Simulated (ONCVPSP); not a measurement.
# What one change does to a pseudopotential (carbon (C), ONCV)

```
Element                 : C (Z = 6)
Generator               : ONCVPSP 4.0.1
Type                    : optimised norm-conserving Vanderbilt (ONCV)
Functional              : PBEsol
Relativity              : fully relativistic
Frozen core             : [He]
Valence charge          : 4
Reference configuration : 2s2 2p2
Partial waves           : 2s: rc 1.25 bohr, ncon 4, nbas 6, qcut 5.7 1/bohr, 1 projector; 2p: rc 2.50 bohr, ncon 3, nbas 7, qcut 5.3 1/bohr, 3 projectors, debl 2.7 Ha
Local potential         : polynomial inside 0.80 bohr (lpopt 5, dvloc0 0 Ha)
Core correction         : none
```

Open shells are filled in proportion to 2j + 1.

All-electron outer shells of the reference configuration (PBEsol, scalar-relativistic, ld1.x):

```csv
shell,level (eV),outermost node (bohr),outermost maximum (bohr)
1s,-272.04,–,0.18
2s,-13.65,0.38,1.22
2p,-5.23,–,1.20
```

Change: p: rc 3.58.

Cutoffs: the cutoffs (Ha) at which the residual kinetic energy of the hardest occupied pseudo-wave falls to 1 and 0.1 mHa per electron; they do not see the model core or the augmentation charge, which bear on the density cutoff. Errors are all-electron minus pseudo energies relative to the spin-unpolarised reference configuration.

Q: How do hardness, ghosts and transferability respond?

A: The potential gets neither clearly harder nor softer (19 Ha and 44 Ha → 19 Ha and 44 Ha); both files keep a bound ghost (p); of the 4 tests that both files solve, the error grows in 3 and shrinks in 1 by more than 15 % and 0.3 meV (median size 420.6 → 798.4 meV).

| quantity | base | changed |
| --- | --- | --- |
| cutoff, loose | 19 Ha | 19 Ha |
| cutoff, tight | 44 Ha | 44 Ha |
| loose cutoff by channel | s 19 Ha, p 9.3 Ha | s 19 Ha, p 6.8 Ha |
| bound ghosts | p3/2, p1/2 | p3/2, p1/2 |
| GHOST(+) flags under 300 eV | none | none |
| error for 2s2 2p1, meV [ΔE 10.79 eV] | +96 | +10 |
| error for 2s2 2p0, meV [ΔE 34.81 eV] | +746 | +1556 |
| error for 2s1 2p0, meV [ΔE 82.77 eV] | +1467 | +2939 |
| error for 2s2 2p1.5, meV [ΔE 3.93 eV] | +15 | -40 |
| s: phases at 1.27 bohr within 0.05 rad from the reference energy up to (Ha; the scan ends near 5) | 3.2 | 3.2 |

 A true bound ghost makes a file unfit for plane-wave use even where its test errors are small: the radial tests pick states by their node count and pass the ghost by.
